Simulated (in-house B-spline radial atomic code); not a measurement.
A radial electron density 4πr²n(r) was computed for an atom or ion in its tabulated ground configuration with a B-spline radial code for spherical atoms; method: non-relativistic BP86, spin-polarised, spherical fractional occupations. Columns: r (bohr), 4πr²n(r) (electrons per bohr), bar.

```
 0.00839   0.1571 #
 0.00946   0.1968 #
  0.0107   0.2474 ##
   0.012   0.3055 ##
  0.0136   0.3837 ##
  0.0153   0.4742 ###
  0.0172   0.5835 ####
  0.0194   0.7198 ####
  0.0219   0.8857 #####
  0.0247    1.083 #######
  0.0278    1.314 ########
  0.0313    1.586 ##########
  0.0353    1.908 ############
  0.0398    2.278 ##############
  0.0449      2.7 #################
  0.0506    3.167 ####################
   0.057    3.677 #######################
  0.0643    4.229 ##########################
  0.0725    4.799 ##############################
  0.0817    5.368 #################################
  0.0921    5.912 #####################################
   0.104    6.403 ########################################
   0.117    6.784 ##########################################
   0.132     7.04 ###########################################
   0.149    7.123 ############################################
   0.168    7.007 ###########################################
   0.189    6.689 #########################################
   0.213    6.163 ######################################
    0.24    5.464 ##################################
   0.271    4.622 #############################
   0.305    3.742 #######################
   0.344    2.855 ##################
   0.387    2.063 #############
   0.437    1.374 ########
   0.492   0.8559 #####
   0.555   0.4842 ###
   0.626   0.2481 ##
   0.705   0.1149 #
   0.795  0.04656
```

Q: Which atom or ion is it?
A. N5+
B. C5+
C. O5+
D. Ne6+

A: A. The area under the curve, ∫4πr²n dr = ∫r·4πr²n d(ln r) on this logarithmic grid, is 2 electrons, which only this option has. The configuration is 1s2.
